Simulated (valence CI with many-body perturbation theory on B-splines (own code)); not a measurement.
The 5-electron sequence from Ho62+ to Hg75+

Calculated by valence CI with perturbative core correlation (CI+MBPT): three valence electrons over a frozen Dirac-Fock core [He], radial functions for each j: 11 s, 11 p, 9 d, 7 f, 5 g, 2 h, 1 i, with the one-electron correlation potential Σ1, the two-electron term Σ2, the three-electron term Σ3, Breit, model QED; selected CI, second order for the rest (own B-spline code, finite nucleus). Basis and details of the method differ along the sequence, and some ions are missing.

Excitation energies in eV above the lowest level of each ion. Labels name the leading LS component, so a column can jump where levels mix; a blank means that no level of the computed list carries the label, and where several do, the lowest of them is shown. The ionisation energies from NIST are mostly theoretical or semi-empirical. By estimate, excited configurations hold to about 0.1 % in light ions and 0.5 % in heavy ones, terms of the ground configuration to 0.5 to 2 %, and small fine-structure intervals to 10 cm⁻¹ or more; near the neutral end and where shells cross, configurations can be misplaced by 0.1 to 0.6 eV.

```tsv
Ion	Lowest level	IE (eV)	IE, NIST (eV)	2s2.2p 2P°_3/2	2s.2p2 4P_3/2	2s.2p2 2P_1/2	2s.2p2 2D_3/2	2p3 2P°_3/2	2s.2p2 4P_5/2	2p3 2P°_1/2
Ho62+	2s2.2p 2P°_1/2	14992	14998 ± 15	932.6	1093	1195	1197	1437	2044	2399
Er63+	2s2.2p 2P°_1/2	15506	15511 ± 19	996.9	1162	1265	1267	1512	2176	2539
Tm64+	2s2.2p 2P°_1/2	16030	16036 ± 24	1065	1234	1339	1341	1592	2316	2686
Yb65+	2s2.2p 2P°_1/2	16566	16570 ± 30	1136	1309	1416	1418	1675	2463	2841
Lu66+	2s2.2p 2P°_1/2	17112	17120 ± 40	1212	1389	1497	1499	1762	2618	3004
Hf67+	2s2.2p 2P°_1/2	17671	17680 ± 40	1291	1473	1583	1585	1854	2782	3176
Ta68+	2s2.2p 2P°_1/2	18241	18250 ± 50	1375	1561	1673	1675	1950	2954	3356
W69+	2s2.2p 2P°_1/2	18823	18872 ± 3	1463	1654	1768	1770	2051	3135	3545
Re70+	2s2.2p 2P°_1/2	19416	19420 ± 60	1556	1751	1867	1869	2157	3325	3743
Os71+	2s2.2p 2P°_1/2	20023	20030 ± 60	1653	1854	1971	1973	2267	3525	3952
Ir72+	2s2.2p 2P°_1/2	20642	20650 ± 70	1756	1961	2080	2082	2383	3735	4171
Pt73+	2s2.2p 2P°_1/2	21273	21280 ± 90	1864	2074	2195	2197	2505	3956	4400
Au74+	2s2.2p 2P°_1/2	21918	21920 ± 90	1977	2193	2316	2317	2632	4188	4641
Hg75+	2s2.2p 2P°_1/2	22576	22580 ± 100	2097	2317	2442	2443	2765	4432	4893
```

(1) Does the computed ground configuration or its J change in this range?

Shares of the ionisation energy in eV, for some of the ions:

```json
{"Ion": "Ho62+", "Σ1": "0.493", "Σ2": "-0.0847", "Σ3": "-0.0593", "Breit": "-23.6", "QED": "-0.398"}
{"Ion": "Tm64+", "Σ1": "0.506", "Σ2": "-0.0860", "Σ3": "-0.0617", "Breit": "-26.1", "QED": "-0.536"}
{"Ion": "Lu66+", "Σ1": "0.520", "Σ2": "-0.0880", "Σ3": "-0.0641", "Breit": "-28.9", "QED": "-0.704"}
{"Ion": "Ta68+", "Σ1": "0.538", "Σ2": "-0.0898", "Σ3": "-0.0668", "Breit": "-31.8", "QED": "-0.903"}
{"Ion": "Re70+", "Σ1": "0.553", "Σ2": "-0.0916", "Σ3": "-0.0697", "Breit": "-35.0", "QED": "-1.14"}
{"Ion": "Ir72+", "Σ1": "0.569", "Σ2": "-0.0934", "Σ3": "-0.0729", "Breit": "-38.4", "QED": "-1.42"}
{"Ion": "Au74+", "Σ1": "0.591", "Σ2": "-0.0953", "Σ3": "-0.0764", "Breit": "-42.0", "QED": "-1.75"}
```

Answers

(1) No, it stays 2s2.2p with J = 1/2; its leading component is 100 % 2P° at the start and 100 % 2P° at the end, where the leading jj configuration holds 100 %.
